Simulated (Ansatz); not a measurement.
Input for Ansatz (an electronic-structure program): R-CCSD(T)/def2-SVP on GeH3ITe (SMILES [GeH3][Te]I), a point of a torsion scan. Elements past Kr take the def2 small-core potentials; no spin–orbit coupling. The run froze 32 orbitals, filled d shells among them.

Ansatz 0.2 input:
```yaml
crystal:
  periodic: [false, false, false]
  atoms:
    - {symbol: Ge, position_ang: [-0.74762450, 0.02126771, 0.02660883]}
    - {symbol: Te, position_ang: [1.35216587, 1.40832165, -0.06106817]}
    - {symbol: I, position_ang: [2.47547781, 0.37227598, 2.14896408]}
    - {symbol: H, position_ang: [-1.01181838, -0.54357528, 1.38488224]}
    - {symbol: H, position_ang: [-1.92540988, 0.85915606, -0.36436574]}
    - {symbol: H, position_ang: [-0.74486948, -1.13768880, -0.92710818]}
basis:
  gaussian:
    orbitals: def2-SVP
magnetization: {spin_polarized: false}
correlation: {method: ccsd_t, electrons: outside_noble_gas}
scf: {lower_state_search: off}
```

Output:

```
WARN ansatz: RAYON_NUM_THREADS=1 ignored (pool sized by the plan → 1); use --threads N
Functional definition: HF
these checks for a lower state are left out or cut short: stability, starts, cluster_reference, orbital_swaps, neighbouring_geometries, increment
integrals: 0.14 GiB planned
1140 factors; integrals over basis functions are off by at most 1.4e-3 eV
mean field: 0.46 GiB planned
mean field evaluation 1: about -71851.5205 eV, gradient 1.3e1 eV
mean field evaluation 2: about -71851.6313 eV, gradient 1.4e1 eV
mean field evaluation 4: about -71852.4305 eV, gradient 1.8e0 eV
mean field evaluation 8: about -71852.4454 eV, gradient 1.1e-1 eV
mean field -71852.44548900 eV, -2640.5286683839 hartree, gradient 2.1e-6 eV, S^2 0.000000; 0 other end points of the search recorded, 0 dependent functions left out
32 core orbitals not correlated
reference -71852.44548900 eV, -2640.5286683839 hartree; 10, 10 occupied and 57, 57 virtual orbitals, 1140 factors
second order -7.92534652 eV of doubles, -0.00000000 eV of singles
coupled cluster: 0.22 GiB planned
cycle   1  -8.72217087 eV  change   -8.0e-1 eV  update   7.8e-2
cycle   2  -9.02034321 eV  change   -3.0e-1 eV  update   2.5e-2
cycle   3  -9.05092437 eV  change   -3.1e-2 eV  update   8.4e-3
cycle   4  -9.04842788 eV  change    2.5e-3 eV  update   2.6e-3
cycle   5  -9.04779897 eV  change    6.3e-4 eV  update   8.8e-4
cycle   6  -9.04767548 eV  change    1.2e-4 eV  update   3.2e-4
cycle   7  -9.04770610 eV  change   -3.1e-5 eV  update   1.2e-4
cycle   8  -9.04773060 eV  change   -2.4e-5 eV  update   4.6e-5
cycle   9  -9.04772654 eV  change    4.1e-6 eV  update   2.1e-5
perturbative correction -0.24260733 eV, -0.0089156550 hartree
Total energy: -71861.73582287 eV, -2640.8700818565 hartree
Checks for a lower state left out: stability, starts, cluster_reference, orbital_swaps, neighbouring_geometries, increment
```

The calculation finished and met its thresholds.

Cost: about 4 core-seconds (a rough figure).
